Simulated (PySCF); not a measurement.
Several compounds and their computed core spectra got separated.

Method: PySCF 2.14.0, delta-SCF UKS SCAN, pcX-2 on the ionised atom, pcseg-1 elsewhere, spin-free X2C. Geometries: PBE0-D3(BJ)/def2-SVP; isolated species, one conformer each.

Line lists (1s up to Mg, 2p3/2 beyond, nothing for Ge or Zn; areas count atoms within a level, one atom standing for each set equivalent by bonding):
1. B 1s: 188.57 eV; C 1s: 284.94 (area 4), 285.24 (area 4) eV
2. C 1s: 292.20 eV; O 1s: 537.71 eV
3. Cl 2p3/2: 196.02 eV
4. C 1s: 291.48 eV; N 1s: 404.57 eV; Si 2p3/2: 106.01 (area 1), 106.49 (area 1), 106.54 (area 2) eV

Structures:
A. `[Cl][Zn-2]([Cl])([Cl])[Cl]`
B. `[H]/N=C\[SiH2][SiH]([SiH3])[SiH3]`
C. `C1C[O][GeH2][O]1`
D. `C=C[B-](C=C)(C=C)C=C`

**Question.** Match each list to its structure.

**Answer.** 
- 1 = D: no other candidate has this set of levels. B 1s: 188.57 four-coordinate boron; C 1s: 284.94 alkene CH carbon (×4), 285.24 terminal =CH2 carbon (×4).
- 2 = C: no other candidate has this set of levels. C 1s: 292.20 sp3 carbon bound to oxygen (×2); O 1s: 537.71 oxygen bonded to C and Ge (×2).
- 3 = A: no other candidate has this set of levels. Cl 2p3/2: 196.02 chlorine bonded to Zn (×4).
- 4 = B: no other candidate has this set of levels. C 1s: 291.48 C=N carbon; N 1s: 404.57 C=N nitrogen; Si 2p3/2: 106.01 SiH silicon, 106.49 SiH2 silicon, 106.54 SiH3 silicon (×2).

Spin–orbit coupling isn't in the SCF: each 2p doublet comes from a relaxed spin-free hole plus a matrix of the shell (mean-field spin–orbit coupling and the ground-state 2p splitting), with 2p3/2 averaged over its two sublevels. 2 of these hole states are spin-contaminated (⟨S²⟩ up to 0.88, against 0.75; counted from 0.85) and less certain.
